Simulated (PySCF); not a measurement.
## Polarisability and C₆ of W⁺ (tungsten, charge +1)

[Xe] 4f14 5d4 6s1, high-spin 6D determinant. Calculation: PySCF 2.14, in aug-cc-pVTZ-PP with one added diffuse shell each of s, p, d, f, g type with ECP60MDF (7s7p6d4f3g, 113 functions); a scalar-relativistic core potential. Coupled (time-dependent) response in atomic units; α is the mean over directions.

| method | mean α (bohr³) | α xx, yy, zz | C₆ (like pair) | S(−4) |
| --- | --- | --- | --- | --- |
| PBE0 | 36.41 | 35.80, 35.80, 37.64 | 312.5 | 556.1 |

S(−4) is the Cauchy moment in α(ω) = α(0) + S(−4) ω² + …

Spin-orbit coupling is absent.

α(iu) at PBE0:

```csv
u (hartree),α(iu) (bohr³)
0,36.41
0.0500,35.09
0.100,31.75
0.200,23.79
0.300,17.76
0.500,11.12
0.750,7.289
1.00,5.268
1.50,3.192
2.00,2.154
3.00,1.163
5.00,0.4865
```

A single London oscillator, α(iu) = α/(1 + u²/ω²), gives C₆ = (3/4) ω α². Matching the computed C₆ needs ω = 4 × 312.5 / (3 × 36.41²) = 0.314 hartree.

For an ion, C₆ is the dispersion term alone; charge-induced terms of lower order in 1/R come first.

The components differ because the open shell of this determinant is not spherical; for a pure term their mean is the scalar polarisability.

Energies and moments cover only the electrons outside the core potential. Spin-orbit coupling, absent here, splits the open shell strongly.
